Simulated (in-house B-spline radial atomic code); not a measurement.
Configurations of the xenon ion Xe⁶⁺, with energies counted from [Kr] 4d10 5s2. Computed with a B-spline radial code for spherical atoms: Dirac-Hartree-Fock, average of configuration, Fermi nucleus of rms radius 4.7859 fm. Energies include first-order Breit, QED and recoil terms.

Occupations are held fixed; configurations that lie above the ionisation limit could autoionise.

```csv
configuration,E - E(ref) (eV),highest orbital,its <r> (bohr)
[Kr] 4d10 5s1 5p1,13.369,5p3/2,1.864
[Kr] 4d10 5s1 5d1,34.986,5d5/2,2.301
[Kr] 4d10 5s1 6f1,66.932,6f7/2,5.404
[Kr] 4d10 5s1 7f1,73.43,7f7/2,7.948
[Kr] 4d10 5s1 9f1,80.198,9f7/2,14.31
[Kr] 4d9 5s2 8p1,126.89,8p3/2,7.755
[Ar] 3d10 4s2 4p5 4d10 4f1 5s2,177.84,4f7/2,1.251
[Ar] 3d10 4s2 4p5 4d10 5s2 8s1,219.09,8s1/2,7.172
[Ar] 3d10 4s2 4p5 4d10 5s2 9d1,227.44,9d5/2,11.85
[Ar] 3d9 4s2 4p6 4d10 5s2 6s1,714.13,6s1/2,3.045
[Ar] 3d9 4s2 4p6 4d10 5s2 7f1,745.71,7f7/2,7.758
[Ar] 3d9 4s2 4p6 4d10 5s2 7g1,748.52,7g7/2,8.907
```

(1) Order these further configurations by energy, lowest first.
A. [Ar] 3d10 4s2 4p5 4d10 5s2 9f1
B. [Kr] 4d10 5s1 9d1
C. [Kr] 4d10 5s1 6g1
D. [Kr] 4d10 5s1 8d1
E. [Ar] 3d10 4s2 4p5 4d10 5s2 6f1

(2) How far above the reference does [Kr] 4d9 5s2 6g1 lie?

(3) How far above the reference does [Kr] 4d10 4f1 5s1 lie?

(4) How far above the reference does [Ar] 3d10 4s2 4p5 4d10 5s2 9s1 lie?

(5) One of these lies 118.3 eV from the reference. Which?
A. [Kr] 4d10 5s1 5f1
B. [Ar] 3d10 4s2 4p5 4d10 5s2 7d1
C. [Kr] 4d9 5s2 5g1
D. [Kr] 4d9 5s2 7f1

Results:

(1) C (70.939 eV), D (74.186 eV), B (78.008 eV), E (215.94 eV), A (229.6 eV).

(2) 126.44 eV; its least bound orbital is 6g7/2 with <r> = 6.151 bohr.

(3) 33.269 eV; its least bound orbital is 4f7/2 with <r> = 1.383 bohr.

(4) 224.6 eV; its least bound orbital is 9s1/2 with <r> = 9.866 bohr.

(5) C.
